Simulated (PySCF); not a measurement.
Exercise with solution: oscillator strength and radiative lifetime

C₄H₅Br, SMILES C=CC(=C)Br.

Geometry: PBE0-D3(BJ)/def2-SVP. One conformer was computed; it need not be the lowest.

PySCF with TDA-LC-ωPBE/def2-SVPD puts the first singlet state with f over 0.02 at 6.27 eV (vertical), with the transition dipole (1.998, 0.392, 0.000) in atomic units.

### Question
Find the oscillator strength, the wavelength and the radiative lifetime that this transition would have in vacuum if emission retraced absorption.

### Answer

|μ|² = 4.1457 au, so |μ| = 5.18 D. ΔE = 6.27/27.211 = 0.2304 hartree. f = (2/3) ΔE |μ|² = 0.637 (the program prints 0.636).
λ = 1239.84/6.27 = 198 nm; ν = 50571 cm⁻¹.
Einstein's coefficient A = 0.6670 ν² f s⁻¹ (ν in cm⁻¹) = 1.1e9 s⁻¹, so τ = 1/A = 0.92 ns. This state is S2; the lower singlet has f = 0.000. The figure is the radiative limit of this one transition; relaxation, internal conversion, crossing to triplets and a medium change what is measured.
